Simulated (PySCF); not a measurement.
```xyz
4
charge 1 multiplicity 2, angstrom
O     0.0000   -0.6155   -0.8960
Pb    0.0000   -0.1191    1.5379
Pb    2.0797    0.0737   -0.7297
Pb   -2.0797    0.0737   -0.7297
```

Level of theory: PySCF, UPBE, basis O def2-SVP, Pb def2-SVP with ECP60 (scalar-relativistic core potentials, no spin–orbit coupling, density fitting).

This geometry of [Pb3O]+ is a stationary point at this level.

What is the point group?

Cs.

Is it a minimum?

Yes: all harmonic wavenumbers are real, though the softest, 54 cm⁻¹, leaves little margin.

List the harmonic modes with their infrared intensities.


| symmetry | ω (cm⁻¹) | IR (km/mol) |
| --- | --- | --- |
| a' | 54 | 0.8 |
| a'' | 93 | 7.4 |
| a' | 104 | 1.6 |
| a' | 189 | 4.8 |
| a' | 326 | 30.0 |
| a'' | 467 | 2.5 |

What are the dipole moment and the gap between the highest occupied and lowest empty levels of either spin?

1.31 D about the centre of mass and 0.54 eV.

Give the atomic charges and bond orders.


| atom | Mulliken | Löwdin | polar tensor | spin (Mulliken) | Mayer order to O1 |
| --- | --- | --- | --- | --- | --- |
| O1 | -0.59 | -0.37 | -0.22 | 0.16 | – |
| Pb2 | 0.25 | 0.23 | 0.05 | 0.52 | 0.54 |
| Pb3,4 | 0.67 | 0.57 | 0.58 | 0.16 | 0.79 |
Other Mayer orders above 0.3: Pb–Pb 0.38, Pb–Pb 0.83 (×2).

Other isomers or separated fragments may lie lower. With an element this heavy the missing spin–orbit coupling can shift these numbers.
